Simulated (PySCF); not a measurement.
**How ionic is MGe along the halogens?**

PBE0 in PySCF with def2-TZVPP on every atom (core potentials on I), for the lowest determinant that a PBE0 search found; no spin–orbit coupling. A negative dipole means M(+)Ge(−).

| M | state (unpaired electrons) | Re (Å) | μ (D) |
| --- | --- | --- | --- |
| F | doublet (π ↑) | 1.756 | 1.81 |
| Cl | doublet (π ↑) | 2.173 | 1.64 |
| Br | doublet (π ↑) | 2.327 | 1.56 |
| I | doublet (π ↑) | 2.526 | 1.25 |

**Question.** Give the ionic character |μ|/(e·Re) of each, with 1 e·Å = 4.803 D, and the positive end.

**Answer.** GeF 21 % (Ge positive), GeCl 16 % (Ge positive), GeBr 14 % (Ge positive), GeI 10 % (Ge positive). Lone pairs and polarisation enter μ too, so this number is only a rough measure of charge transfer.

Spin–orbit coupling is left out. States were picked by a PBE0 search and need not be the measured ground states.
